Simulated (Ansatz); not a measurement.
`C[SiH2]C(O)(F)F` at its PBE0-D4/def2-TZVP geometry, where that method's forces vanish. The species carries charge 0 and has multiplicity 1.

```xyz
12

C     1.5598    0.8447    0.1081
Si    0.3615   -0.3984    0.8016
C    -1.1252   -0.5692   -0.4155
O    -1.7554    0.6167   -0.5871
F    -2.0200   -1.5131    0.0144
F    -0.6971   -1.0433   -1.6329
H     2.4217    0.9636    0.7684
H     1.0757    1.8167   -0.0054
H     1.9200    0.5228   -0.8712
H     0.9504   -1.7555    0.9156
H    -0.2014    0.0209    2.1090
H    -2.4900    0.4940   -1.2049
```

Q: What forces (eV/Å) does ωB97M-V/def2-TZVPP give on these atoms in the Gaussian-basis code of Ansatz? (Estimate.)

A: Ansatz gave: 
```
C1   0.008  0.018 -0.017
Si2 -0.019 -0.095  0.108
C3   0.314  0.009  0.249
O4  -0.177  0.210 -0.086
F5  -0.158 -0.145  0.065
F6   0.063 -0.064 -0.203
H7  -0.064 -0.007 -0.051
H8   0.036 -0.068  0.005
H9  -0.026  0.025  0.067
H10 -0.070  0.152 -0.018
H11  0.055 -0.046 -0.153
H12  0.038  0.013  0.034
```
